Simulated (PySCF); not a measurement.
Al(H)2(SiH3) (AlH₅Si), SMILES [SiH3][AlH2].

The structure is a stationary point at PBE0-D3(BJ)/def2-TZVP.

These are PySCF with TDA-PBE0/def2-SVPD values and carry that method's errors.

Vertical excitations. The molecule is in vacuum.

### Question
Give excitation energies, oscillator strengths and character. (An estimate is asked for; the answer gives what the named calculation found.)

### Answer

```
state  energy (eV)  λ (nm)      f                                                              main pairs
-----  -----------  ------  -----  ----------------------------------------------------------------------
S1            4.22     294  0.006                                                          HOMO→LUMO 98 %
S2            4.98     249  0.000                                                        HOMO−1→LUMO 99 %
S3            6.49     191  0.001                                                        HOMO−3→LUMO 90 %
S4            6.62     187  0.006                                      HOMO−2→LUMO 67 %, HOMO→LUMO+1 22 %
S5            6.78     183  0.060                    HOMO→LUMO+1 54 %, HOMO−2→LUMO 21 %, HOMO→LUMO+2 10 %
S6            6.88     180  0.098                                                        HOMO→LUMO+2 76 %
S7            7.18     173  0.085                                      HOMO→LUMO+4 50 %, HOMO→LUMO+3 39 %
S8            7.35     169  0.303                                      HOMO→LUMO+4 41 %, HOMO→LUMO+3 36 %
S9            7.72     161  0.056                                                        HOMO→LUMO+5 84 %
S10           7.79     159  0.018                                  HOMO−1→LUMO+1 58 %, HOMO−1→LUMO+2 34 %
T1            3.52     352      0                                                          HOMO→LUMO 98 %
T2            4.50     276      0                                                        HOMO−1→LUMO 97 %
T3            5.66     219      0                                      HOMO→LUMO+1 55 %, HOMO→LUMO+2 39 %
T4            6.04     205      0  HOMO→LUMO+2 38 %, HOMO→LUMO+1 22 %, HOMO−2→LUMO 17 %, HOMO→LUMO+3 16 %
```
Triplets are in the Tamm–Dancoff approximation.
